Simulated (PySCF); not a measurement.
**Spinor energies of Cr³⁺ (chromium, charge +3)**

Start: [Ar] 3d2 4p1; 3d5/2 filled at m_j = +3/2, +5/2; 4p3/2 filled at m_j = +3/2. Calculated with PySCF 2.14 in x2c-SVPall-2c with one added diffuse shell each of s, d type (6s5p4d1f, 48 functions): generalised Hartree-Fock with the X2C-1e Hamiltonian and a Gaussian nucleus; one run each with spin-orbit coupling (SO) switched off, then screened by Boettger's factors. This is a chosen level, not necessarily the ground level.

```
spinor shell  electrons  ε, spin-free (eV)  ε, screened SO (eV)  weight of nominal j (screened SO)  rms radius, screened SO (bohr)
       1s1/2          2            -6099.9              -6099.9                              1.000                          0.0735
       2s1/2          2            -783.96              -783.96                              1.000                           0.316
       2p1/2          2            -665.47              -671.18                              0.995                           0.285
       3s1/2          2            -144.84              -144.85                              1.000                           0.955
       3p3/2          4            -108.54              -109.25                              0.856                            1.02
       3p1/2          2            -108.54              -107.15                              0.713                            1.02
       3d5/2          2            -62.345              -62.317                              0.895                            1.14
       4p3/2          1            -27.760              -27.735                              1.000                            3.32
```

Q: Where does 2p3/2 lie, and what is the 2p spin-orbit splitting (screened SO)?

A: At -662.67 eV, 8.507 eV above 2p1/2.

```
   quantity    spin-free  screened SO
E (hartree)  -1046.81317  -1046.81838
        M_J         11/2         11/2
       ⟨J²⟩       35.754       35.754
       ⟨L²⟩       20.004       20.006
       ⟨S²⟩        3.750        3.750
```

Each row is a mean over spinors that exchange with the open shell spreads, by up to 9.898 eV (3p3/2).

Rows whose weight is well below 1 are mixtures of j = l ± 1/2: exchange outweighs spin-orbit coupling there, and the label is only the starting occupation.

Without spin-orbit coupling the j labels of p, d and f shells carry no meaning; the spin-free column gives the mean over the occupied spinors of each nl shell.
